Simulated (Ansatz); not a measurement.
Program: Ansatz. Geometries: PBE0-D4/def2-TZVP. ΔE: electronic, gas phase. CCSD(T)/CBS adds triple-zeta CCSD(T) − MP2 to the extrapolated MP2 energy (def2 sets, frozen cores). This one scheme is used for every species. DFT in def2-TZVPP. B3LYP here is the variant with VWN-RPA as its local correlation; programs differ in this. HSE06 is defined as in plane-wave codes. Each species was taken in one conformer, which may not be the lowest.

`N[Si](F)(F)[SiH3]` + NH₃ → `N[Si](N)(F)[SiH3]` + H–F  (ligand exchange at the Si–F bond)

`N[Si](F)(F)[SiH3]`:

Z-matrix (Å, degrees):
```
Si
F 1 1.593
F 1 1.598 2 104.5
N 1 1.690 2 106.0 3 -120.6
Si 1 2.334 2 112.3 3 116.6
H 4 1.006 1 122.0 2 -172.4
H 4 1.008 1 121.7 2 32.0
H 5 1.489 1 108.6 2 169.7
H 5 1.485 1 110.9 2 -70.5
H 5 1.486 1 109.9 2 50.9
```

NH₃:

Cartesian coordinates in Å:
```
N 0.239 -0.139 -0.053
H -0.027 -0.210 0.921
H 0.321 0.848 -0.268
H -0.533 -0.499 -0.600
```

`N[Si](N)(F)[SiH3]`:

Cartesian coordinates in Å:
```
N -0.200 0.854 -1.695
Si 0.452 0.315 -0.214
N 1.288 -1.124 -0.542
F 1.358 1.555 0.264
Si -1.023 -0.101 1.562
H -0.769 0.245 -2.260
H -0.443 1.823 -1.823
H 1.880 -1.210 -1.353
H 1.545 -1.768 0.188
H -2.127 -0.994 1.113
H -1.624 1.169 2.052
H -0.337 -0.764 2.707
```

H–F:

```xyz
2

F    -0.054    0.448    0.089
H     0.054   -0.448   -0.089
```

```
             level  ΔE (kJ/mol)  difference from CCSD(T)/CBS
       LDA (SPW92)         75.6                         -6.5
         revPBE-D4         75.5                         -6.6
           BLYP-D4         85.3                          3.2
         r2SCAN-D4         87.0                          4.9
            B97M-V         91.5                          9.4
           PBE0-D4         79.2                         -2.9
          B3LYP-D4         85.8                          3.7
        r2SCAN0-D4         85.1                          3.0
          HSE06-D4         79.0                         -3.1
          BHLYP-D4         88.5                          6.4
      CAM-B3LYP-D4         88.6                          6.5
           ωB97M-V         85.5                          3.4
            B2PLYP         89.4                          7.3
          PBE-QIDH         81.8                         -0.3
               PBE         83.4                          1.3
            revPBE         85.9                          3.8
              BLYP         94.0                         11.9
            r2SCAN         88.2                          6.1
              PBE0         82.9                          0.8
             B3LYP         92.4                         10.3
           r2SCANh         87.5                          5.4
           r2SCAN0         86.5                          4.4
             HSE06         82.5                          0.4
             BHLYP         93.7                         11.6
         CAM-B3LYP         92.4                         10.3
           LC-ωPBE         84.7                          2.6
       HF/def2-SVP         90.2                          8.1
      MP2/def2-SVP         82.5                          0.4
     CCSD/def2-SVP         85.0                          2.9
  CCSD(T)/def2-SVP         84.1                          2.0
     HF/def2-TZVPP         99.4                         17.3
    MP2/def2-TZVPP         80.8                         -1.3
SCS-MP2/def2-TZVPP         85.5                          3.4
   CCSD/def2-TZVPP         85.7                          3.6
     HF/def2-QZVPP        100.8                         18.7
    MP2/def2-QZVPP         80.5                         -1.6
SCS-MP2/def2-QZVPP         85.2                          3.1
      HF/CBS(def2)        101.0                         18.9
     MP2/CBS(def2)         79.4                         -2.7
    CCSD/CBS(def2)         84.3                          2.2
       CCSD(T)/CBS         82.1                            0
```

Largest T1 diagnostic among the species: 0.012.

In def2-TZVPP, CCSD(T) changes the Hartree–Fock value by −15.9 kJ/mol (the triples alone add −2.2 kJ/mol) and MP2 by −18.6 kJ/mol. Leaving LDA and LC-ωPBE aside and taking each functional with its dispersion term where it has one, the values spread over 16.0 kJ/mol, from revPBE-D4 to B97M-V. LDA lies −7.8 kJ/mol from PBE without D4. The D4 term adds −6.7 kJ/mol with B3LYP and −3.7 kJ/mol with PBE0; it sums over pairs of atoms, weighted by their polarisabilities, and B3LYP, whose exchange is more repulsive, gets the larger term.
